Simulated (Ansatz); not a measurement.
Relaxation of CH3BFNOS (9 atoms, charge 0, multiplicity 1), to a largest force component of 0.02 eV/Å in at most 50 steps.

All numbers below come from UKS B3LYP-D4/def2-SVP in Ansatz 0.2.0.

```xyz
9
Properties=species:S:1:pos:R:3
F -0.615 1.492 1.385
C -0.108 0.281 1.185
N -0.870 -0.458 0.200
B 0.499 -0.368 -0.678
S 0.734 -0.492 -2.544
O 1.058 0.387 0.455
H 0.070 -0.263 2.150
H -0.873 -1.436 0.527
H 0.193 0.812 -2.698
```

Task: Where does it end, and by what steps?

Result: The run converged. After 15 steps the energy has fallen by 1.614 eV; H9 moved furthest, 1.08 Å.

| step | energy less start (eV) | largest force component (eV/Å) | accepted |
| --- | --- | --- | --- |
| 0 | 0.0000 | 2.982 | yes |
| 1 | -0.7050 | 2.379 | yes |
| 2 | -1.0436 | 0.949 | yes |
| 3 | -1.1480 | 1.825 | yes |
| 4 | -1.2515 | 1.228 | yes |
| 5 | -1.2849 | 1.066 | yes |
| 6 | -1.3775 | 0.893 | yes |
| 7 | -1.4534 | 1.291 | yes |
| 8 | -1.5215 | 0.858 | yes |
| 9 | -1.5798 | 0.766 | yes |
| 10 | -1.5970 | 0.731 | yes |
| 11 | -1.6110 | 0.188 | yes |
| 12 | -1.6130 | 0.074 | yes |
| 13 | -1.6140 | 0.032 | yes |
| 14 | -1.6143 | 0.080 | yes |
| 15 | -1.6145 | 0.017 | yes |

```xyz
9
Properties=species:S:1:pos:R:3
F -0.800 1.178 1.808
C -0.028 0.271 1.164
N -0.744 -0.637 0.315
B 0.054 -0.099 -0.736
S 0.307 -0.480 -2.479
O 0.677 0.860 0.077
H 0.655 -0.175 1.910
H -1.255 -1.465 0.583
H 1.222 0.500 -2.659
```

Time of the run: 69 s on 2 threads of Arm Neoverse V2 (shared host), peak memory 0.31 GiB.
